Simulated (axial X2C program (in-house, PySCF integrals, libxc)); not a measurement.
Ω levels of FDyF⁺ from open-shell CI on f8 s1

Computed with an in-house all-electron X2C program for linear molecules (integrals from PySCF): two-component X2C with atomic mean-field Coulomb and Gaunt terms, basis F dyall-v3z, Dy dyall-v3z (cores contracted in-house). Orbitals come from Hartree–Fock averaged over the configuration Dy f8 s1; CI then distributes these electrons over the f, s shells of Dy.

F–Dy–F held linear, both bonds 1.916 Å (near the minimum of the configuration average).

Active spinors (ω > 0):

```json
{"shell": "f", "ω": "5/2", "ε (eV)": "-24.73", "character": "100% Dy f"}
{"shell": "f", "ω": "3/2", "ε (eV)": "-24.45", "character": "100% Dy f"}
{"shell": "f", "ω": "1/2", "ε (eV)": "-24.00", "character": "97% Dy f"}
{"shell": "f", "ω": "7/2", "ε (eV)": "-23.86", "character": "100% Dy f"}
{"shell": "f", "ω": "5/2", "ε (eV)": "-23.66", "character": "100% Dy f"}
{"shell": "f", "ω": "3/2", "ε (eV)": "-23.35", "character": "99% Dy f"}
{"shell": "f", "ω": "1/2", "ε (eV)": "-22.92", "character": "95% Dy f"}
{"shell": "s", "ω": "1/2", "ε (eV)": "-9.98", "character": "59% Dy s, 35% Dy d"}
```

Lowest levels of this model:

```json
{"Ω": "13/2", "energy (cm⁻¹)": "0", "g∥": "19.94", "configuration": "100% f8 s1"}
{"Ω": "11/2", "energy (cm⁻¹)": "478", "g∥": "16.28", "configuration": "100% f8 s1"}
{"Ω": "9/2", "energy (cm⁻¹)": "1006", "g∥": "12.58", "configuration": "100% f8 s1"}
{"Ω": "7/2", "energy (cm⁻¹)": "1584", "g∥": "8.85", "configuration": "100% f8 s1"}
{"Ω": "5/2", "energy (cm⁻¹)": "2214", "g∥": "5.10", "configuration": "100% f8 s1"}
{"Ω": "3/2", "energy (cm⁻¹)": "2902", "g∥": "1.34", "configuration": "100% f8 s1"}
{"Ω": "11/2", "energy (cm⁻¹)": "3150", "g∥": "17.53", "configuration": "100% f8 s1"}
{"Ω": "9/2", "energy (cm⁻¹)": "3624", "g∥": "13.53", "configuration": "100% f8 s1"}
{"Ω": "1/2", "energy (cm⁻¹)": "3658", "g∥": "2.28", "configuration": "100% f8 s1"}
{"Ω": "7/2", "energy (cm⁻¹)": "4087", "g∥": "9.53", "configuration": "100% f8 s1"}
{"Ω": "5/2", "energy (cm⁻¹)": "4538", "g∥": "5.56", "configuration": "100% f8 s1"}
{"Ω": "1/2", "energy (cm⁻¹)": "4563", "g∥": "5.79", "configuration": "100% f8 s1"}
{"Ω": "3/2", "energy (cm⁻¹)": "4964", "g∥": "1.87", "configuration": "100% f8 s1"}
{"Ω": "1/2", "energy (cm⁻¹)": "5433", "g∥": "1.13", "configuration": "100% f8 s1"}
{"Ω": "11/2", "energy (cm⁻¹)": "5636", "g∥": "16.03", "configuration": "100% f8 s1"}
{"Ω": "3/2", "energy (cm⁻¹)": "5847", "g∥": "8.80", "configuration": "100% f8 s1"}
{"Ω": "1/2", "energy (cm⁻¹)": "5996", "g∥": "5.48", "configuration": "100% f8 s1"}
{"Ω": "9/2", "energy (cm⁻¹)": "6160", "g∥": "12.67", "configuration": "100% f8 s1"}
{"Ω": "7/2", "energy (cm⁻¹)": "6727", "g∥": "9.51", "configuration": "100% f8 s1"}
{"Ω": "5/2", "energy (cm⁻¹)": "7068", "g∥": "7.86", "configuration": "100% f8 s1"}
{"Ω": "9/2", "energy (cm⁻¹)": "7201", "g∥": "15.35", "configuration": "100% f8 s1"}
{"Ω": "3/2", "energy (cm⁻¹)": "7283", "g∥": "5.24", "configuration": "100% f8 s1"}
{"Ω": "7/2", "energy (cm⁻¹)": "7399", "g∥": "11.09", "configuration": "100% f8 s1"}
{"Ω": "5/2", "energy (cm⁻¹)": "7691", "g∥": "6.03", "configuration": "100% f8 s1"}
{"Ω": "15/2", "energy (cm⁻¹)": "8437", "g∥": "19.93", "configuration": "100% f9"}
{"Ω": "11/2", "energy (cm⁻¹)": "8958", "g∥": "14.76", "configuration": "100% f9"}
{"Ω": "13/2", "energy (cm⁻¹)": "9085", "g∥": "16.85", "configuration": "100% f9"}
{"Ω": "13/2", "energy (cm⁻¹)": "11777", "g∥": "17.05", "configuration": "100% f9"}
```

g∥ is the magnitude of 2⟨Lz + ge Sz⟩ for the +Ω component.

(1) From Ω and g∥ of the lowest level, whose 2⟨Lz + ge Sz⟩ is positive, find ⟨Sz⟩ and ⟨Lz⟩ (ge = 2.0023).

Occupations of the active spinors in the lowest level by ω, shell by shell in order of energy: -7/2: 0.00; -5/2: 0.94 0.06; -3/2: 0.90 0.10; -1/2: 0.86 0.14 0.00; 1/2: 0.29 0.71 1.00; 3/2: 0.23 0.77; 5/2: 1.00 1.00; 7/2: 1.00. The leading determinant has weight 0.40 among 325.

This point took 2.8 s on 1 thread of Arm Neoverse V2, with other jobs on the host.

Dynamic correlation is missing, so gaps between terms are too wide and other configurations may lie lower; the lowest level listed is that of this model, not necessarily the ground state. At most 4 roots were kept for each Ω > 0 (twice that for Ω = 0) within 2.2 eV of the lowest, so higher up levels can be missing between those listed; levels with Ω > 0 are doubly degenerate and listed once, Ω = 0 levels singly. The molecule was held linear; bending was not examined.

Answers

(1) Ω = ⟨Lz⟩ + ⟨Sz⟩ = 13/2 and ⟨Lz⟩ + ge⟨Sz⟩ = 9.970, so ⟨Sz⟩ = 3.46 and ⟨Lz⟩ = 3.04.
